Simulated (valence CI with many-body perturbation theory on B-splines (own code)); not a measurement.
Results of a calculation; reference values are marked as such.
**Sensitivity of CI+MBPT for Er27+**

Level of theory: configuration interaction combined with many-body perturbation theory (CI+MBPT): five valence electrons over a frozen Dirac-Fock core [Kr], a basis of 6 s, 6 p, 5 d, 5 f, 1 g functions for each j, with the one-electron correlation potential Σ1 (screened to all orders), the two-electron term Σ2, the three-electron term Σ3, Breit, model QED; selected single and double excitations, second order for the rest (own B-spline code, finite nucleus).

No measured spectrum was set against this ion. As an estimate, large intervals hold to a few tenths of a per cent, small ones and those within an open d or f shell to about a per cent. Only levels of the ground parity were solved; by the run's estimate the other parity begins above the list, which can be wrong where configurations are misplaced.

The reference run has the lowest level (4d3/2^4 4d5/2) J=5/2 and an ionisation energy of 989.940 eV. Its largest variational space holds 9997 state functions.

Levels are named by their leading jj configuration (3d3/2^4 stands for four electrons in 3d with j = 3/2), which in mixed levels can hold well under half, so a name can repeat and another be missing. Letters in brackets count levels of one name in rising energy.

Changed runs:
A. natural orbitals for correlation on → off; scale of Σ1 1 → 0
B. correlating orbitals by l 3 3 3 3 1 → 6 1 2 0 1; screening of Σ1 on → off
C. correlating orbitals by l 3 3 3 3 1 → 5 1 1 2 3
D. start configuration 4d5 → 5d5 (bad on purpose)

Excitation energies of the reference run in cm⁻¹, and shifts in cm⁻¹:

| Level | Reference | A | B | C |
| --- | --- | --- | --- | --- |
| (4d3/2^3 4d5/2^2) J=5/2 [a] | 57946 | -521 | +24 | -12 |
| (4d3/2^3 4d5/2^2) J=7/2 [a] | 90027 | -130 | +103 | -0.8 |
| (4d3/2^3 4d5/2^2) J=3/2 [a] | 93133 | +5.4 | +202 | +14 |
| (4d3/2^3 4d5/2^2) J=11/2 | 96454 | -266 | +85 | +1.4 |
| (4d3/2^3 4d5/2^2) J=9/2 | 105384 | -98 | +113 | -1.2 |
| (4d3/2^3 4d5/2^2) J=5/2 [b] | 109883 | -80 | +148 | +0.6 |
| (4d3/2^3 4d5/2^2) J=1/2 | 115100 | +108 | +268 | +18 |
| (4d3/2^3 4d5/2^2) J=7/2 [b] | 126183 | +373 | +236 | +21 |
| (4d3/2^2 4d5/2^3) J=5/2 [a] | 148198 | -594 | +252 | +2.9 |
| (4d3/2^3 4d5/2^2) J=3/2 [b] | 156760 | +555 | +507 | +59 |
| (4d3/2^2 4d5/2^3) J=7/2 [a] | 163877 | -750 | +170 | -14 |
| (4d3/2^2 4d5/2^3) J=11/2 | 168513 | -982 | +128 | -12 |
| Ionisation energy (eV) | 989.940 | -2.585 | +0.110 | -0.007 |

Run D: It gave no result: the start configuration must fill the lowest shells above the core. The program said: "5d is not the lowest shell of its kind above the core".
